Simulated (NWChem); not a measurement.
C3H9ClSi; SMILES C[Si](C)(C)Cl

All runs: NWChem. Pople sets run with spherical d functions. Structure relaxed at the PBE0/def2-SVP level. Total energies compare along this basis series because the functional is fixed.

```csv
level,basis functions,energy (Ha),highest occupied level (eV),orbital gap (eV),dipole (D)
B3LYP/STO-3G,42,-859.7648,-5.80,10.38,3.06
B3LYP/3-21G,71,-865.1560,-7.98,9.25,3.21
B3LYP/6-31G*,96,-869.5151,-7.92,9.34,2.62
B3LYP/6-31+G*,116,-869.5220,-8.10,7.69,?
B3LYP/def2-SVP,123,-869.2330,-7.89,9.00,2.13
B3LYP/def2-SVPD,183,-869.2517,-8.15,8.23,2.38
B3LYP/def2-TZVP,221,-869.6368,-8.10,8.62,2.20
B3LYP/6-311++G**,189,-869.6173,-8.15,7.66,2.49
```

Task: What belongs in the gaps?

Result: 
- B3LYP/6-31+G*, dipole (D): 2.56
